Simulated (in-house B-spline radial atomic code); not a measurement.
**Ionising Zn8+ with different functionals**

Computed with a B-spline radial code for spherical atoms: four-component Dirac-Coulomb Hamiltonian, Fermi nucleus of rms radius 3.9283 fm, spin-restricted, spherical fractional occupations for the functionals. The ionisation energy is the difference of two self-consistent energies, [Ar] 3d4 → [Ar] 3d3, without Breit or QED terms; ε is the level of the shell that loses the electron (mean over j). The electron is taken from both j subshells in proportion to 2j + 1, so the result is a j average, not the step between ground levels.

Hybrids are left out here: with spherical fractional occupations of an open shell their exact exchange keeps a self-interaction that integer-occupation calculations don't have.

```tsv
method	rung	ΔSCF (eV)	-ε(3d) (eV)
LDA VWN5	LDA	202.72	186.36
relativistic LDA	LDA	202.74	186.38
LDA PW92	LDA	?	?
LDA exchange-only	LDA	200.49	184.16
PBE	GGA	202.40	186.05
PBEsol	GGA	202.35	186.00
BLYP	GGA	202.32	185.97
RPBE	GGA	202.32	185.97
PW91	GGA	202.59	186.24
BP86	GGA	202.48	186.13
AM05	GGA	202.40	186.05
OLYP	GGA	?	?
```

What does LDA PW92 give?

ΔSCF 202.70 eV, and -ε(3d) = 186.35 eV.

What does OLYP give?

ΔSCF 203.15 eV, and -ε(3d) = 186.78 eV.

How do they compare with the NIST value?

NIST lists 203 eV ± 2 (semi-empirical, ground level to ground level). Errors run from -2.51 to +0.15 eV; all lie within about twice that uncertainty, so the table can't rank the methods.
